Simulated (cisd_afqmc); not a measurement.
Input (AFQMC/CISD/def2-SVP; cisd_afqmc is a phaseless AFQMC code with CISD trial states that reads the integrals written by Ansatz):

Ansatz 0.2 input:
```python
import cisd_afqmc

open("ham.yaml", "w").write("""\
crystal:
  periodic: [false, false, false]
  atoms:
    - {symbol: As, position_ang: [0.00000000, 0.00000000, 0.00000000]}
basis:
  gaussian:
    orbitals: def2-SVP
magnetization: {spin_polarized: true, initial_magnetization: 3}
correlation: {method: ccsd, electrons: outside_noble_gas, hamiltonian_folder: ham}
scf: {lower_state_search: full}
""")
rep = cisd_afqmc.ansatz("ham.yaml")
e_ccsd = rep["correlation"]["coupled_cluster"]["energy"]["hartree"]
out = cisd_afqmc.run("ham", e_ccsd, trial="CISD", walkers=200, populations=8, threads=8, dt=0.005, steps=40, early=24, settle=10, least=32,
    cut=5e-5, rank_cut=2e-4, target=0.0004, seconds=1500, seed=1, memory=12960, gpu=False)
```

Output:

```
orbitals 18, occupied [4, 1], factors 73 of 218, rank of the doubles 51 of 73
E(HF) = -2233.916922
E(CCSD) on the cut factors = -2233.988123, shift to the whole factors 0.000022
Energy of the trial state on the determinant = -2233.988110
  tau behind 7.2 of longer steps, mean of the populations' last blocks
   2.0  -2233.98932
   4.0  -2233.98938
   6.0  -2233.98928
   8.0  -2233.98938
blocks 346 (0 outliers left out), error by blocks joined: 1: 0.00001, 2: 0.00002, 4: 0.00002, 8: 0.00002, 16: 0.00003
E(AFQMC/CISD) = -2233.98936 +/- 0.00003
```

The error still grows at the longest joins of blocks, or few joins were possible, so the printed bar may be too narrow.
